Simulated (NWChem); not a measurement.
C$_{3}$H$_{4}$F$_{2}$O; SMILES COC=C(F)F

```xyz
10

C      0.1211    -2.4762     0.3381
O     -0.2715    -1.3272    -0.4047
C      0.5395    -0.2455    -0.2107
C      0.0333     0.9691    -0.0169
F     -1.2567     1.2554     0.0689
F      0.7848     2.0627     0.0730
H     -0.5504    -3.2834     0.0385
H      0.0306    -2.3044     1.4189
H      1.1576    -2.7631     0.1076
H      1.6178    -0.3791    -0.2674
```
Atoms are numbered in this order, from 1.

All runs: NWChem. Geometry: optimised at B3LYP/6-31G* (spherical d). Total energies of different functionals are on different scales.

| level | energy (Ha) | highest occupied level (eV) | orbital gap (eV) | dipole (D) |
|---|---|---|---|---|
| PBE/def2-TZVP | -391.3302 | -5.47 | 5.22 | 2.28 |
| B3LYP/def2-TZVP | -391.7484 | -6.63 | 7.09 | 2.50 |
| TPSSh/def2-TZVP | -391.7451 | -6.06 | 6.38 | 2.44 |
| Hartree-Fock/def2-TZVP | -389.7760 | -9.89 | 13.71 | 2.85 |
| CAM-B3LYP/def2-TZVP | -391.6142 | -8.24 | 10.06 | 2.59 |
| BLYP/def2-TZVP | -391.6727 | … | 5.19 | … |

Problem. Complete the blanks.

Solution. 
- BLYP/def2-TZVP, highest occupied level (eV): -5.38
- BLYP/def2-TZVP, dipole (D): 2.33
